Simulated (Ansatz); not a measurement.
Stepwise reaction of `O[SiH](O)S[SiH2]Cl` with hydrogen fluoride, as a gas-phase model of exchange steps in deposition or etching. ΔE in kJ/mol.

Gas-phase electronic energies from Ansatz, PBE0-D4/def2-TZVP geometries. CBS: MP2 limit from def2 TZ/QZ plus the TZ coupled-cluster correction, frozen cores. This one scheme is used for every species. Functionals use def2-TZVPP. B3LYP here is the variant with VWN-RPA as its local correlation; programs differ in this. One conformer a species, not always the lowest.

```
step                                                 reaction  PBE-D4  B3LYP-D4  ωB97M-V  CCSD(T)/CBS
   1  `O[SiH](O)S[SiH2]Cl` + H–F → `O[SiH](F)S[SiH2]Cl` + H₂O   -39.0     -42.9    -42.0        -40.5
```

Question: Give the row of step 2, `O[SiH](F)S[SiH2]Cl` + H–F → `F[SiH](F)S[SiH2]Cl` + H₂O. (An estimate is asked.)

Answer: Ansatz gave: 
| step | reaction | PBE-D4 | B3LYP-D4 | ωB97M-V | CCSD(T)/CBS |
| --- | --- | --- | --- | --- | --- |
| 2 | `O[SiH](F)S[SiH2]Cl` + H–F → `F[SiH](F)S[SiH2]Cl` + H₂O | -32.1 | -33.8 | -33.8 | -33.4 |

Question: By hand: ΔE of the 2 steps together at CCSD(T)/CBS.

Answer: (-40.5) + (-33.4) = -73.9 kJ/mol, or -37.0 kJ/mol a step.

In ΔE each step is higher than the one before. All are downhill at CCSD(T)/CBS. PBE-D4 differs from CCSD(T)/CBS by 1.3 to 1.5 kJ/mol a step. Isolated molecules leave out the surface, adducts and barriers. Largest T1 diagnostic: 0.011.
